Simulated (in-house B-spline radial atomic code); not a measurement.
The outermost shell (largest non-relativistic mean radius) with and without relativity; Dirac values are averaged over j. Computed with a radial B-spline atomic code at the basis-set limit: non-relativistic Hartree-Fock and Dirac-Hartree-Fock, averages of the configuration (point nuclei without relativity, finite nuclei with it).

```json
{"ion": "Rb2+", "configuration": "[Ar] 3d10 4s2 4p5", "outermost shell": "4p", "radius non-relativistic (bohr)": "1.6532", "radius Dirac (bohr)": "1.6448", "radius change (%)": "-0.50595", "level non-relativistic (eV)": "-39.749", "level Dirac (eV)": "-39.836", "spin-orbit splitting (eV)": "1.0361"}
{"ion": "Sr2+", "configuration": "[Ar] 3d10 4s2 4p6", "outermost shell": "4p", "radius non-relativistic (bohr)": "1.5632", "radius Dirac (bohr)": "1.5548", "radius change (%)": "-0.5382", "level non-relativistic (eV)": "-42.956", "level Dirac (eV)": "-43.061", "spin-orbit splitting (eV)": "1.2765"}
{"ion": "Zr2+", "configuration": "[Kr] 4d2", "outermost shell": "?", "radius non-relativistic (bohr)": "?", "radius Dirac (bohr)": "?", "radius change (%)": "?", "level non-relativistic (eV)": "?", "level Dirac (eV)": "?", "spin-orbit splitting (eV)": "?"}
{"ion": "Nb2+", "configuration": "[Kr] 4d3", "outermost shell": "4d", "radius non-relativistic (bohr)": "1.8254", "radius Dirac (bohr)": "1.8462", "radius change (%)": "1.141", "level non-relativistic (eV)": "-24.547", "level Dirac (eV)": "-24.166", "spin-orbit splitting (eV)": "0.17053"}
{"ion": "Mo2+", "configuration": "[Kr] 4d4", "outermost shell": "?", "radius non-relativistic (bohr)": "?", "radius Dirac (bohr)": "?", "radius change (%)": "?", "level non-relativistic (eV)": "?", "level Dirac (eV)": "?", "spin-orbit splitting (eV)": "?"}
{"ion": "Tc2+", "configuration": "[Kr] 4d5", "outermost shell": "4d", "radius non-relativistic (bohr)": "1.5912", "radius Dirac (bohr)": "1.6069", "radius change (%)": "0.9821", "level non-relativistic (eV)": "-28.663", "level Dirac (eV)": "-28.229", "spin-orbit splitting (eV)": "0.29703"}
{"ion": "Ru2+", "configuration": "[Kr] 4d6", "outermost shell": "4d", "radius non-relativistic (bohr)": "1.4997", "radius Dirac (bohr)": "1.5136", "radius change (%)": "0.92705", "level non-relativistic (eV)": "-30.681", "level Dirac (eV)": "-30.216", "spin-orbit splitting (eV)": "0.37471"}
{"ion": "Rh2+", "configuration": "[Kr] 4d7", "outermost shell": "4d", "radius non-relativistic (bohr)": "1.4199", "radius Dirac (bohr)": "1.4325", "radius change (%)": "0.8817", "level non-relativistic (eV)": "-32.686", "level Dirac (eV)": "-32.188", "spin-orbit splitting (eV)": "0.46307"}
{"ion": "Pd2+", "configuration": "[Kr] 4d8", "outermost shell": "4d", "radius non-relativistic (bohr)": "1.3496", "radius Dirac (bohr)": "1.361", "radius change (%)": "0.84339", "level non-relativistic (eV)": "-34.684", "level Dirac (eV)": "-34.151", "spin-orbit splitting (eV)": "0.56297"}
{"ion": "Ag2+", "configuration": "[Kr] 4d9", "outermost shell": "?", "radius non-relativistic (bohr)": "?", "radius Dirac (bohr)": "?", "radius change (%)": "?", "level non-relativistic (eV)": "?", "level Dirac (eV)": "?", "spin-orbit splitting (eV)": "?"}
{"ion": "Cd2+", "configuration": "[Kr] 4d10", "outermost shell": "4d", "radius non-relativistic (bohr)": "1.2309", "radius Dirac (bohr)": "1.2405", "radius change (%)": "0.78125", "level non-relativistic (eV)": "-38.677", "level Dirac (eV)": "-38.068", "spin-orbit splitting (eV)": "0.80101"}
{"ion": "In2+", "configuration": "[Kr] 4d10 5s1", "outermost shell": "5s", "radius non-relativistic (bohr)": "2.5123", "radius Dirac (bohr)": "2.4198", "radius change (%)": "-3.6847", "level non-relativistic (eV)": "-25.657", "level Dirac (eV)": "-26.755", "spin-orbit splitting (eV)": "-"}
{"ion": "Sn2+", "configuration": "[Kr] 4d10 5s2", "outermost shell": "5s", "radius non-relativistic (bohr)": "2.3674", "radius Dirac (bohr)": "2.2828", "radius change (%)": "-3.572", "level non-relativistic (eV)": "-27.651", "level Dirac (eV)": "-28.791", "spin-orbit splitting (eV)": "-"}
```

**Question.** Fill in the row of Zr2+.

**Answer.** outermost shell: 4d; radius non-relativistic (bohr): 1.9815; radius Dirac (bohr): 2.0066; radius change (%): 1.2649; level non-relativistic (eV): -22.416; level Dirac (eV): -22.056; spin-orbit splitting (eV): 0.12018.

**Question.** Fill in the row of Mo2+.

**Answer.** outermost shell: 4d; radius non-relativistic (bohr): 1.6981; radius Dirac (bohr): 1.7159; radius change (%): 1.0511; level non-relativistic (eV): -26.623; level Dirac (eV): -26.217; spin-orbit splitting (eV): 0.22923.

**Question.** Fill in the row of Ag2+.

**Answer.** outermost shell: 4d; radius non-relativistic (bohr): 1.287; radius Dirac (bohr): 1.2974; radius change (%): 0.81033; level non-relativistic (eV): -36.680; level Dirac (eV): -36.11; spin-orbit splitting (eV): 0.6753.

**Question.** Which member changes most?

**Answer.** Indium (In2+): its 5s shell contracts by 3.7 %.
